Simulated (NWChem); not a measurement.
# A calculation on silicon dioxide molecule (O$_{2}$Si)

```xyz
3

O      0.0000     0.0000    -1.5184
Si     0.0000     0.0000     0.0000
O      0.0000     0.0000     1.5184
```
Charge 0, spin multiplicity 1.

Program: NWChem. Structure: optimised with PBE0/def2-SVP, a minimum by its harmonic frequencies.

Symmetry labels belong to the abelian group D2h used in the runs, with the axes of the coordinates shown; states degenerate in a higher group split over its labels.

B3LYP has NWChem's definition, with VWN1-RPA local correlation.

List the lowest 6 singlet excitations that TD-B3LYP/aug-cc-pVDZ, VWN1-RPA local correlation gives, with oscillator strengths.


```
state  symmetry  energy (eV)  wavelength (nm)      f
-----  --------  -----------  ---------------  -----
1           b3g         4.35              285  0.000
2           b2g         4.35              285  0.000
3           b2u         5.79              214  0.071
4           b3u         5.79              214  0.071
5           b1u         6.29              197  0.044
6            au         6.82              182  0.000
```
